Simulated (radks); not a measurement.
Question: The mean radii <r> (bohr) of the occupied orbitals of an atom or ion are listed with their occupations. Calculated with a radial shooting solver on a logarithmic mesh with Libxc functionals: non-relativistic Kohn-Sham, SCAN, spin-polarised, spherical densities, point nucleus; meta-GGA in the generalised Kohn-Sham scheme.

orbital  occ.     <r>
1s up       1  0.2701
1s down     1  0.2693
2s up       1   1.451
2s down     1   1.485
2p up       1   1.486

Name the element and its charge. Open shells, if any, are filled with parallel spins first.

Answer: Z = 6, carbon, charge +1: C+ in [He] 2s2 2p1. The 1s radius gives Z: for a bare nucleus <r> = 1.5/Z, 0.25 bohr for Z = 6, and screening makes it slightly larger (0.2701 here). The occupations add up to 5, and the charge is Z minus that.
